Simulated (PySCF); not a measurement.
**`BrC1C=C1`, C₃H₃Br**

Geometry (Å), atoms numbered from 1 in this order:
```xyz
7

Br    1.990   -0.197   -1.154
C     0.597   -0.146    0.234
C    -0.785   -0.510   -0.100
C    -0.549    0.760    0.088
H     1.084   -0.378    1.189
H    -1.459   -1.318   -0.368
H    -0.878    1.796    0.090
```

Method: GIAO CAM-B3LYP/aug-pcSseg-1 magnetisability, rotational g tensor and spin-rotation constants, non-relativistic, gas phase (PySCF). Geometry: PBE0-D3(BJ)/def2-SVP.

The calculation is non-relativistic, which matters for the atoms heavier than Zn.

Question: Give the nuclear spin-rotation constants along the inertial axes (H = +C I·J) beside the isotropic shieldings.

Answer: Rotational constants 20.8679, 2.6195, 2.5335 GHz. A star marks the isotopologue with that one atom substituted, in its own axes.
```csv
atom,isotope,Caa (kHz),Cbb (kHz),Ccc (kHz),mean (kHz),σ (ppm)
Br1,79Br,4.836,7.645,5.129,5.870,1994.4
H5,1H,-2.163,-0.233,0.120,-0.759,27.1
H6,1H,-1.387,0.125,-0.203,-0.488,23.6
H7,1H,-1.404,0.128,-0.203,-0.493,23.6
C2,13C*,2.998,0.598,0.388,1.328,145.2
C3,13C*,7.252,0.883,0.676,2.937,49.6
```
For the geometry as given, no vibrational averaging.

Question: How do the rotational constants and the g tensor change when H5, H6, H7 are replaced by deuterium?

Answer: Constants 15.3871, 2.4157, 2.3243 GHz; g -0.0008, -0.0219, -0.0035, against 0.0001, -0.0234, -0.0037 before.
